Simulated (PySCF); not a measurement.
In(Et)(OH)2 (C2H7InO2), SMILES C[CH2][In]([OH])[OH].

Coordinates come from a B3LYP-D3(BJ)/def2-SVP optimisation. The structure was generated by enumeration; whether it is a known compound was not checked. The def2 effective core potentials stand for the cores of In; spin–orbit coupling is left out. The values are those of a single conformer.

The numbers are results of PySCF 2.14.0 with B3LYP-D3(BJ)/def2-SVP, not measurements.

Frequencies are harmonic and unscaled.

| mode | ν (cm⁻¹) | IR (km/mol) | Raman (Å⁴/amu) | depolarisation | moving atoms (share of kinetic energy) |
|---|---|---|---|---|---|
| 1 | 16 | 1.3 | 0.2 | 0.75 | H 42 %, C 35 %, O 21 % |
| 2 | 63 | 3.5 | 1.6 | 0.70 | O 45 %, C 25 %, H 16 %, In 14 % |
| 3 | 111 | 11.4 | 0.0 | – | O 43 %, In 28 %, H 21 %, C 8 % |
| 4 | 142 | 21.2 | 2.3 | 0.70 | O 77 %, H 12 %, In 9 % |
| 5 | 234 | 5.9 | 3.9 | 0.37 | C 62 %, H 22 %, In 13 % |
| 6 | 236 | 1.7 | 0.1 | 0.75 | H 86 %, C 10 % |
| 7 | 264 | 99.1 | 0.8 | 0.75 | H 93 % |
| 8 | 329 | 89.3 | 0.5 | 0.75 | H 92 %, O 8 % |
| 9 | 468 | 3.9 | 41.8 | 0.16 | C 68 %, H 21 % |
| 10 | 582 | 77.8 | 10.2 | 0.24 | O 83 %, In 14 % |
| 11 | 597 | 76.8 | 14.0 | 0.24 | O 84 %, In 13 % |
| 12 | 643 | 16.3 | 0.1 | 0.75 | H 82 %, C 17 % |
| 13 | 762 | 68.4 | 1.6 | 0.42 | H 94 % |
| 14 | 809 | 78.4 | 2.1 | 0.75 | H 92 % |
| 15 | 946 | 1.4 | 0.2 | 0.75 | H 92 %, C 8 % |
| 16 | 967 | 4.5 | 1.7 | 0.59 | H 78 %, C 22 % |
| 17 | 1044 | 7.4 | 9.5 | 0.75 | C 70 %, H 30 % |
| 18 | 1191 | 26.6 | 39.3 | 0.25 | H 68 %, C 32 % |
| 19 | 1243 | 1.8 | 1.5 | 0.75 | H 77 %, C 23 % |
| 20 | 1400 | 5.9 | 10.4 | 0.60 | H 82 %, C 18 % |
| 21 | 1442 | 1.5 | 8.6 | 0.75 | H 90 %, C 10 % |
| 22 | 1472 | 1.4 | 15.5 | 0.72 | H 97 % |
| 23 | 1478 | 7.2 | 21.1 | 0.75 | H 97 % |
| 24 | 3017 | 37.0 | 194.4 | 0.08 | H 97 % |
| 25 | 3057 | 5.6 | 126.0 | 0.15 | H 95 % |
| 26 | 3087 | 20.6 | 126.4 | 0.61 | H 91 %, C 9 % |
| 27 | 3098 | 6.6 | 116.6 | 0.75 | H 90 %, C 10 % |
| 28 | 3118 | 18.0 | 30.9 | 0.75 | H 90 %, C 10 % |
| 29 | 3817 | 43.8 | 186.0 | 0.27 | H 94 % |
| 30 | 3828 | 27.8 | 121.1 | 0.26 | H 94 % |
